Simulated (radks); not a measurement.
The bromine anion Br-, [Kr], held by a Watson sphere: a shell of charge +1 at radius R that stands for the Madelung well of a crystal (potential energy -1/R inside, -1/r outside, in hartree with lengths in bohr). Method: scalar-relativistic Kohn-Sham, PBE, spin-polarised, spherical densities, finite nucleus; Fermi nuclear charge, rms radius of each element as measured or else 0.836 A^(1/3) + 0.57 fm; computed with a radial shooting solver on a logarithmic mesh with Libxc functionals. Response by self-consistent Sternheimer equations with the Hartree and adiabatic LDA kernel, the relativistic mass of each level held fixed and spin-orbit coupling left out. The sphere does not respond.

[
 {"R (bohr)": "2.21", "e(3d) (eV)": "-65.567", "e(4s) (eV)": "-20.344", "e(4p) (eV)": "-8.369", "<r> 4p (bohr)": "2.123", "sum of <r^2> (bohr^2)": "45.95", "X-ray form factor at sin(theta)/lambda = 0.3 1/angstrom": "23.792", "alpha (bohr^3)": "24.37"},
 {"R (bohr)": "2.63", "e(3d) (eV)": "-65.167", "e(4s) (eV)": "-19.635", "e(4p) (eV)": "-7.829", "<r> 4p (bohr)": "2.173", "sum of <r^2> (bohr^2)": "47.72", "X-ray form factor at sin(theta)/lambda = 0.3 1/angstrom": "23.787", "alpha (bohr^3)": "27.75"},
 {"R (bohr)": "2.69", "e(3d) (eV)": "-65.111", "e(4s) (eV)": "-19.539", "e(4p) (eV)": "-7.749", "<r> 4p (bohr)": "2.179", "sum of <r^2> (bohr^2)": "47.95", "X-ray form factor at sin(theta)/lambda = 0.3 1/angstrom": "23.787", "alpha (bohr^3)": "28.26"},
 {"R (bohr)": "3.3", "e(3d) (eV)": "-64.512", "e(4s) (eV)": "-18.645", "e(4p) (eV)": "-6.934", "<r> 4p (bohr)": "2.232", "sum of <r^2> (bohr^2)": "49.98", "X-ray form factor at sin(theta)/lambda = 0.3 1/angstrom": "23.797", "alpha (bohr^3)": "33.68"},
 {"R (bohr)": "3.77", "e(3d) (eV)": "-64.036", "e(4s) (eV)": "-18.046", "e(4p) (eV)": "-6.347", "<r> 4p (bohr)": "2.261", "sum of <r^2> (bohr^2)": "51.16", "X-ray form factor at sin(theta)/lambda = 0.3 1/angstrom": "23.803", "alpha (bohr^3)": "37.84"},
 {"R (bohr)": "3.93", "e(3d) (eV)": "-63.876", "e(4s) (eV)": "-17.859", "e(4p) (eV)": "-6.160", "<r> 4p (bohr)": "2.269", "sum of <r^2> (bohr^2)": "51.50", "X-ray form factor at sin(theta)/lambda = 0.3 1/angstrom": "23.805", "alpha (bohr^3)": "39.21"},
 {"R (bohr)": "4.43", "e(3d) (eV)": "-63.398", "e(4s) (eV)": "-17.322", "e(4p) (eV)": "-5.619", "<r> 4p (bohr)": "2.289", "sum of <r^2> (bohr^2)": "52.38", "X-ray form factor at sin(theta)/lambda = 0.3 1/angstrom": "23.809", "alpha (bohr^3)": "43.28"},
 {"R (bohr)": "4.86", "e(3d) (eV)": "-63.020", "e(4s) (eV)": "-16.914", "e(4p) (eV)": "-5.206", "<r> 4p (bohr)": "2.301", "sum of <r^2> (bohr^2)": "52.96", "X-ray form factor at sin(theta)/lambda = 0.3 1/angstrom": "23.810", "alpha (bohr^3)": "46.46"},
 {"R (bohr)": "4.98", "e(3d) (eV)": "-62.920", "e(4s) (eV)": "-16.808", "e(4p) (eV)": "-5.099", "<r> 4p (bohr)": "2.303", "sum of <r^2> (bohr^2)": "53.09", "X-ray form factor at sin(theta)/lambda = 0.3 1/angstrom": "23.811", "alpha (bohr^3)": "47.29"}
]
